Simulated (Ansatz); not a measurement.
C₂H₆BNO (`CC(=N)BO`), relaxed with RKS PBE-D4/def2-SVP in Ansatz 0.2.0 from a rough embedded geometry. The force threshold is 0.03 eV/Å; the program also tests the step.

Charge 0, multiplicity 1.

Start:

```xyz
11

C     0.959    0.103    0.792
C     0.163   -0.430   -0.300
N     0.558   -1.463   -0.896
B    -1.177    0.264   -0.853
O    -1.613    1.528   -0.151
H     1.632    0.985    0.392
H     0.320    0.568    1.574
H     1.618   -0.611    1.234
H     1.465   -1.987   -0.684
H    -1.752   -0.181   -1.689
H    -2.172    1.224    0.582
```

```tsv
step	energy (eV)	largest force (eV/Å)	largest move (Å)
1	-6371.6488	5.433	0.000
2	-6372.3048	1.808	0.096
3	-6372.4501	0.905	0.140
4	-6372.5847	0.816	0.089
5	-6372.7644	2.164	0.196
6	-6373.0434	0.824	0.200
7	-6373.1846	0.317	0.200
8	-6373.2357	0.166	0.200
9 (rejected)	-6373.1988	0.836	0.159
10	-6373.2476	0.164	0.077
11	-6373.2500	0.071	0.077
12	-6373.2501	0.091	0.028
13	-6373.2512	0.036	0.017
14	-6373.2517	0.030	0.019
15	-6373.2523	0.047	0.044
16	-6373.2526	0.057	0.027
17	-6373.2529	0.058	0.025
18	-6373.2530	0.051	0.020
19	-6373.2530	0.041	0.007
20	-6373.2531	0.016	0.004
```

End:

```xyz
11

C     1.072    0.111    0.818
C     0.198   -0.479   -0.267
N     0.482   -1.537   -0.958
B    -1.183    0.213   -0.628
O    -1.537    1.325    0.076
H     1.339    1.162    0.578
H     0.522    0.155    1.782
H     2.004   -0.474    0.962
H     1.402   -1.921   -0.649
H    -1.903   -0.237   -1.504
H    -2.397    1.683   -0.209
```

Hardware: 4 threads of an Arm Neoverse V1 on a shared host. Wall time 22 s, peak host memory 0.16 GiB.
